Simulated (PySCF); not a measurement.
Relaxation of triplet TaOCl

Level of theory: PySCF, UPBE0, basis Ta def2-TZVP with ECP60, O def2-TZVP, Cl def2-TZVP (scalar-relativistic core potentials, no spin–orbit coupling, density fitting). A (50,194) grid was used.

A hand-made linear start, of C∞v symmetry, held to at least that symmetry:

```xyz
3
charge 0 multiplicity 3, angstrom
Ta    0.0000    0.0000   -0.2432
O     0.0000    0.0000   -2.0732
Cl    0.0000    0.0000    2.2068
```

At each step, columns x, y, z (Å) and Fx, Fy, Fz (eV/Å):

```
step 0  E − E(last) = 25.87 kJ/mol
Ta   0.000   0.000  -0.243   0.000   0.000  -3.354
O    0.000   0.000  -2.073   0.000   0.000   4.340
Cl   0.000   0.000   2.207   0.000   0.000  -0.986
step 1  E − E(last) = 0.76 kJ/mol
Ta   0.000   0.000  -0.268   0.000   0.000   0.966
O    0.000   0.000  -1.979   0.000   0.000  -0.884
Cl   0.000   0.000   2.138   0.000   0.000  -0.082
step 2  E − E(last) = 0.06 kJ/mol
Ta   0.000   0.000  -0.259   0.000   0.000  -0.103
O    0.000   0.000  -1.991   0.000   0.000   0.196
Cl   0.000   0.000   2.141   0.000   0.000  -0.093
step 3  E − E(last) = 0.00 kJ/mol
Ta   0.000   0.000  -0.259   0.000   0.000   0.011
O    0.000   0.000  -1.988   0.000   0.000   0.014
Cl   0.000   0.000   2.137   0.000   0.000  -0.026
step 4  E − E(last) = 0.00 kJ/mol
Ta   0.000   0.000  -0.258   0.000   0.000   0.005
O    0.000   0.000  -1.987   0.000   0.000  -0.003
Cl   0.000   0.000   2.136   0.000   0.000  -0.002
```

It ends at C∞v with Ta–Cl 2.394 Å, Ta–O 1.729 Å; Cl–Ta–O 180.0°. A frequency run shows 2 imaginary modes (one degenerate set), down to 132i cm⁻¹, so it is a higher-order saddle point. Other isomers or separated fragments may lie lower.

Other spin states or occupations of the open shell can lie lower. Spin–orbit coupling, left out here, can matter for elements this heavy.
